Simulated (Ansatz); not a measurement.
Basis-set extrapolation for AlFH₅NSi, SMILES `[NH2][Al]([F])[SiH3]` (PBE0-D4/def2-TZVP geometry, frozen core, the Gaussian-basis code of Ansatz). Multiplicity 1, RHF reference.

```json
{"": "HF", "def2-TZVPP": "-687.859357", "def2-QZVPP": "-687.883613"}
{"": "MP2 correlation", "def2-TZVPP": "-0.669989", "def2-QZVPP": "-0.725580"}
{"": "CCSD(T) correlation", "def2-TZVPP": "-0.729928", "def2-QZVPP": "not run"}
```

Energies in hartree. Use E(X) = E(∞) + A·exp(−7.88·√X) for Hartree–Fock and E(X) = E(∞) + B·X^(−2.97) for correlation, with X = 3 and 4, and add CCSD(T) minus MP2 of the smaller set to the MP2 limit.

Task: What is the CCSD(T) energy at the basis-set limit?

Result: HF limit: -687.883613 + (-0.024256) × 0.13774 = -687.88695. MP2 limit: -0.725580 + (-0.055591) × 0.74074 = -0.76676. Higher-order term: -0.729928 − (-0.669989) = -0.05994. Total: -688.71365 hartree, 3.38 eV below CCSD(T)/def2-TZVPP.
